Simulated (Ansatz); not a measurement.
Steps of a relaxation of `NB1CC1Br` with RKS PBE-D4/def2-SVP.

```sh
$ ansatz run in.yaml --threads 4 --pin off --events-out ev --progress --plain --max-ram 10444MiB
```

```yaml
crystal:
  periodic: [false, false, false]
  atoms:
    - {symbol: N, position_ang: [-1.313000, 0.129600, 1.408100]}
    - {symbol: B, position_ang: [-0.165300, -0.023000, 0.484500]}
    - {symbol: C, position_ang: [0.689500, -0.986800, -0.471300]}
    - {symbol: C, position_ang: [0.757200, 0.446800, -0.814400]}
    - {symbol: Br, position_ang: [-0.448100, 0.852900, -2.341900]}
    - {symbol: H, position_ang: [-0.988700, 0.486900, 2.324200]}
    - {symbol: H, position_ang: [-1.876200, 0.983300, 1.017000]}
    - {symbol: H, position_ang: [0.152900, -1.649800, -1.098400]}
    - {symbol: H, position_ang: [1.670900, -1.310200, 0.058800]}
    - {symbol: H, position_ang: [1.603900, 1.019100, -0.563600]}
basis:
  gaussian: {orbitals: def2-SVP}
hamiltonian: {xc: pbe, dispersion: d4}
relax: {f_tol: 0.03, max_steps: 200}
```

Positions (Å) and forces (eV/Å) along the path, 13 of 14 steps:

```xyz
10
step=1 energy=-74338.7014 eV
N    -1.313    0.130    1.408    0.153    1.965   -1.507
B    -0.165   -0.023    0.484    0.275   -0.527   -2.162
C     0.690   -0.987   -0.471    1.937   -0.020    4.054
C     0.757    0.447   -0.814   -3.987    0.289    0.975
Br   -0.448    0.853   -2.342    0.639    0.409    0.225
H    -0.989    0.487    2.324   -0.157   -0.443    0.068
H    -1.876    0.983    1.017    1.058   -1.325    0.813
H     0.153   -1.650   -1.098   -0.478   -1.343   -0.864
H     1.671   -1.310    0.059   -1.131   -0.245   -1.119
H     1.604    1.019   -0.564    1.693    1.239   -0.482
10
step=2 energy=-74339.5965 eV
N    -1.353    0.173    1.332    1.005    2.156   -0.115
B    -0.211   -0.038    0.448    0.075   -0.148   -0.798
C     0.711   -1.011   -0.381    0.717    0.120    1.555
C     0.661    0.453   -0.792   -1.468    0.321    0.638
Br   -0.425    0.929   -2.362    0.292    0.005    0.009
H    -1.032    0.308    2.335   -0.619   -0.756   -0.972
H    -1.767    1.133    1.072    0.545   -1.278    0.514
H     0.217   -1.751   -1.016   -0.068   -0.391   -0.122
H     1.709   -1.307    0.050   -0.511   -0.112   -0.514
H     1.573    1.060   -0.682    0.032    0.083   -0.195
10
step=3 energy=-74340.0020 eV
N    -1.324    0.253    1.271    1.226    0.753    1.524
B    -0.208   -0.017    0.427   -0.711   -0.017    0.456
C     0.721   -1.010   -0.316    0.084   -0.033    0.125
C     0.588    0.468   -0.771    0.340    0.287   -0.692
Br   -0.392    0.923   -2.403    0.037   -0.074   -0.111
H    -1.102    0.127    2.319   -0.854   -0.298   -1.814
H    -1.685    1.221    1.134    0.174   -0.490    0.213
H     0.237   -1.788   -0.946   -0.006    0.103    0.234
H     1.727   -1.307    0.024    0.097   -0.028   -0.091
H     1.522    1.078   -0.738   -0.388   -0.204    0.156
10
step=4 energy=-74340.2306 eV
N    -1.279    0.274    1.291    0.306    0.740    1.525
B    -0.202    0.012    0.464    0.379   -0.173   -0.951
C     0.718   -0.988   -0.289    0.157    0.196    0.016
C     0.550    0.473   -0.802   -0.059    0.013   -0.442
Br   -0.314    0.915   -2.540    0.142   -0.236    0.434
H    -1.198   -0.012    2.299   -0.559   -0.053   -1.107
H    -1.608    1.251    1.200   -0.130   -0.345    0.267
H     0.184   -1.790   -0.840    0.014    0.083    0.147
H     1.752   -1.265   -0.020   -0.001   -0.091   -0.051
H     1.480    1.079   -0.759   -0.248   -0.134    0.163
10
step=5 energy=-74340.4170 eV
N    -1.225    0.328    1.309    0.374    0.217    0.606
B    -0.195    0.060    0.426    0.253   -0.261   -0.182
C     0.733   -0.959   -0.292    0.028    0.196    0.140
C     0.556    0.483   -0.842   -0.126   -0.190   -0.148
Br   -0.276    0.817   -2.576   -0.024    0.020    0.002
H    -1.304   -0.160    2.217   -0.215    0.198   -0.533
H    -1.554    1.298    1.307   -0.317   -0.144    0.212
H     0.128   -1.777   -0.738    0.126    0.149   -0.166
H     1.770   -1.265   -0.071   -0.083   -0.054    0.105
H     1.450    1.124   -0.737   -0.017   -0.132   -0.036
10
step=6 energy=-74340.4288 eV
N    -1.117    0.407    1.359   -0.389   -0.201    1.036
B    -0.187    0.033    0.418   -0.399    0.307   -0.356
C     0.754   -0.956   -0.290   -0.451   -0.507   -0.305
C     0.524    0.444   -0.881    0.806    0.576    0.321
Br   -0.306    0.794   -2.605    0.021   -0.232    0.094
H    -1.367   -0.174    2.178    0.162    0.167   -0.409
H    -1.578    1.322    1.405    0.143   -0.133   -0.272
H     0.228   -1.712   -0.899   -0.071   -0.356    0.224
H     1.729   -1.310    0.085    0.192    0.192   -0.245
H     1.402    1.102   -0.767   -0.013    0.186   -0.088
10
step=7 energy=-74340.5154 eV
N    -1.121    0.406    1.385   -0.074   -0.268    0.326
B    -0.177    0.071    0.428   -0.152    0.191    0.090
C     0.734   -0.951   -0.293   -0.018   -0.212   -0.047
C     0.559    0.476   -0.861    0.199    0.018    0.031
Br   -0.279    0.768   -2.593   -0.069    0.004   -0.007
H    -1.394   -0.215    2.165    0.139    0.300   -0.389
H    -1.611    1.307    1.386    0.069   -0.153   -0.028
H     0.151   -1.751   -0.803    0.175    0.127    0.054
H     1.762   -1.273   -0.027   -0.209    0.049   -0.005
H     1.460    1.112   -0.783   -0.059   -0.056   -0.025
10
step=8 energy=-74340.5165 eV
N    -1.120    0.417    1.380   -0.090   -0.241    0.297
B    -0.187    0.119    0.415    0.300   -0.222   -0.217
C     0.718   -0.946   -0.274   -0.099   -0.180   -0.170
C     0.571    0.475   -0.874    0.104    0.086    0.024
Br   -0.285    0.781   -2.603    0.014   -0.050    0.069
H    -1.355   -0.249    2.123   -0.022    0.157   -0.079
H    -1.637    1.293    1.423   -0.077    0.122   -0.016
H     0.152   -1.763   -0.784    0.138    0.257    0.127
H     1.743   -1.273    0.000   -0.205    0.118    0.017
H     1.484    1.095   -0.803   -0.062   -0.047   -0.052
10
step=9 energy=-74340.4964 eV rejected
N    -1.114    0.401    1.393    0.128    0.171   -0.135
B    -0.144    0.112    0.449   -0.370   -0.139   -0.185
C     0.709   -0.945   -0.297    0.379    0.657    0.554
C     0.587    0.493   -0.852   -0.179   -0.228   -0.087
Br   -0.288    0.735   -2.576   -0.078    0.116    0.011
H    -1.353   -0.226    2.158   -0.104   -0.126    0.051
H    -1.665    1.262    1.371    0.093    0.022    0.079
H     0.140   -1.702   -0.828   -0.339   -0.515   -0.260
H     1.710   -1.276    0.007    0.213   -0.097   -0.034
H     1.501    1.095   -0.821    0.255    0.139    0.005
10
step=11 energy=-74340.5291 eV
N    -1.114    0.411    1.385    0.003    0.009   -0.023
B    -0.172    0.092    0.425   -0.024   -0.032    0.030
C     0.723   -0.952   -0.284   -0.057   -0.002   -0.040
C     0.585    0.483   -0.856    0.034   -0.027   -0.032
Br   -0.329    0.764   -2.556   -0.037   -0.006   -0.007
H    -1.412   -0.238    2.115    0.000    0.001    0.013
H    -1.601    1.309    1.404    0.007   -0.011    0.001
H     0.185   -1.755   -0.823   -0.015    0.039   -0.013
H     1.731   -1.280    0.024    0.047    0.077    0.032
H     1.488    1.114   -0.830    0.042   -0.048    0.038
10
step=12 energy=-74340.5313 eV
N    -1.117    0.409    1.382    0.026    0.034   -0.054
B    -0.173    0.087    0.424   -0.026    0.019    0.061
C     0.722   -0.953   -0.287   -0.022   -0.011   -0.020
C     0.589    0.483   -0.854   -0.003   -0.022   -0.009
Br   -0.348    0.762   -2.542    0.003    0.009    0.002
H    -1.419   -0.234    2.115   -0.009   -0.020    0.007
H    -1.596    1.312    1.400    0.011   -0.015    0.010
H     0.192   -1.752   -0.836   -0.004   -0.025   -0.011
H     1.732   -1.264    0.031    0.021    0.025    0.015
H     1.502    1.099   -0.830    0.003    0.005   -0.001
10
step=13 energy=-74340.5318 eV
N    -1.116    0.410    1.382    0.016    0.018   -0.031
B    -0.174    0.086    0.424   -0.016    0.016    0.023
C     0.720   -0.956   -0.288   -0.009    0.005   -0.009
C     0.588    0.481   -0.855   -0.004    0.007   -0.004
Br   -0.353    0.765   -2.540    0.004    0.000    0.011
H    -1.426   -0.237    2.108   -0.004   -0.012    0.012
H    -1.587    1.317    1.405   -0.001   -0.005    0.004
H     0.197   -1.758   -0.839    0.005   -0.030   -0.006
H     1.731   -1.254    0.038    0.003   -0.002    0.003
H     1.503    1.095   -0.833    0.005    0.004   -0.003
10
step=14 energy=-74340.5321 eV
N    -1.116    0.411    1.381    0.000    0.001   -0.004
B    -0.176    0.085    0.423    0.006    0.002    0.002
C     0.718   -0.957   -0.289   -0.005   -0.001    0.002
C     0.589    0.481   -0.854   -0.003    0.004   -0.007
Br   -0.360    0.768   -2.534    0.004   -0.002    0.007
H    -1.430   -0.238    2.104   -0.002    0.000    0.001
H    -1.583    1.320    1.408   -0.001    0.000    0.003
H     0.206   -1.765   -0.844    0.006   -0.003    0.001
H     1.729   -1.248    0.046   -0.003   -0.004   -0.003
H     1.506    1.093   -0.837   -0.001    0.002   -0.001
```

Hardware: 4 threads of an Intel Xeon 6975P-C on a shared host. Wall time 11 s, peak host memory 0.17 GiB.
